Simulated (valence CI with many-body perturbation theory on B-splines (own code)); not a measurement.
Results of a calculation; reference values are marked as such.
Sensitivity of CI+MBPT for La XVIII

Method: relativistic CI+MBPT: four valence electrons over a frozen Dirac-Fock core [Kr], radial functions for each j: 6 s, 6 p, 5 d, 5 f, 1 g, with the one-electron correlation potential Σ1, the two-electron term Σ2, the three-electron term Σ3, Breit, model QED; selected CI, second order for the rest, scaled by the run's own slope (own B-spline code, finite nucleus).

No measured spectrum was set against this ion. As an estimate, terms of the open shell hold to 2 to 4 % of their energy, and close levels can change places. Only levels of the ground parity were solved; by the run's estimate the other parity begins above the list, which can be wrong where configurations are misplaced.

The reference run has the lowest level 4d⁴ ⁵D_0 and an ionisation energy of 465.669 eV. Its largest variational space holds 9965 state functions.

Names give the largest LS component (configuration and term), which can be under half, so a name can repeat, a term be missing and a line seem to break the LS rules; names also repeat where a configuration has a term twice.

Changed runs:
A. averaging of valence orbitals over low configurations on → off; selection threshold (hartree) 2e-08 → 1e-06
B. hole-hole ladder in Σ2 on → off
C. size limit of the variational space 10000 → 6000
D. highest l in the core sums 6 → 1 (bad on purpose)

Excitation energies of the reference run in cm⁻¹, and shifts in cm⁻¹:

```
                 Level  Reference       A       B         C       D
              4d⁴ ⁵D_1      13988    +7.5   -1054      -0.5   +1160
              4d⁴ ⁵D_2      24843     +11   -1402      -2.1   +1721
              4d⁴ ⁵D_3      32502     +11   -1370      -2.9   +1967
              4d⁴ ⁵D_4      36101    +8.3   -1175      -3.5   +2363
              4d⁴ ³P_0      51592    -1.8   +1049      -0.1   -1240
              4d⁴ ³H_4      53846     +15   -2303      -3.8   +5206
              4d⁴ ³G_3      62562     +10   -1029      -6.6   +4184
              4d⁴ ³F_2      65191    -2.6    +577      -5.9   +1578
              4d⁴ ³H_5      66665     +18   -2926      -1.3   +7339
              4d⁴ ³P_1      69287    -5.5   +1122      -1.3    -453
              4d⁴ ³H_6      72223     +21   -3528      -1.0   +8570
              4d⁴ ³G_4      78710     +15   -1558      -4.9   +5528
Ionisation energy (eV)    465.669  +0.006  -0.395  +4.6e-05  -0.820
```
